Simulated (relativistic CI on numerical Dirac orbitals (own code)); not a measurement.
**Hyperfine structure of Cl¹⁴⁺, mass number 37**

Computed by Dirac-Coulomb-Breit CI, KLI orbitals optimised for each configuration, QED by a radiative potential, unscaled Slater integrals (own radial code, finite nucleus).

Configurations in the expansion (outside the closed core 1s2): 2s, 2p, 3s, 3p, 3d, 4s, 4p, 4d, 4f, 5s, 5p, 5d, 5f, 5g. Levels of other configurations are missing.

Nuclear spin I = 3/2, μ = 0.684 μN, Q = -0.0644 b (tables of Stone and Pyykkö). The electronic factors are computed for point nuclear moments, without core polarisation or the Bohr-Weisskopf and QED corrections.

```csv
Level,E (eV),A (MHz),B (MHz)
2s 2S_1/2,0.000,61070,
2p 2P°_1/2,29.975,18560,
2p 2P°_3/2,32.418,3622,-948
3s 2S_1/2,456.395,17840,
3p 2P°_1/2,464.682,5609,
3p 2P°_3/2,465.401,1095,-287
3d 2D_3/2,468.426,588.6,-51.4
3d 2D_5/2,468.653,251.4,-72.9
```

Levels with J = 0, under 50 % of one LS term, or S terms without an open s electron are left out. Small factors come from cancelling terms and can be off by tens of per cent or more.

At this charge energies of transitions that change n are usually good to better than 1 %, and those within a shell (Δn = 0) to a few per cent.

(1) Give the hyperfine levels of 2s 2S_1/2 relative to its centre of gravity.

## Answers

(1) With K = F(F + 1) − I(I + 1) − J(J + 1), E = AK/2: F = 1: -76340, F = 2: 45800 MHz.
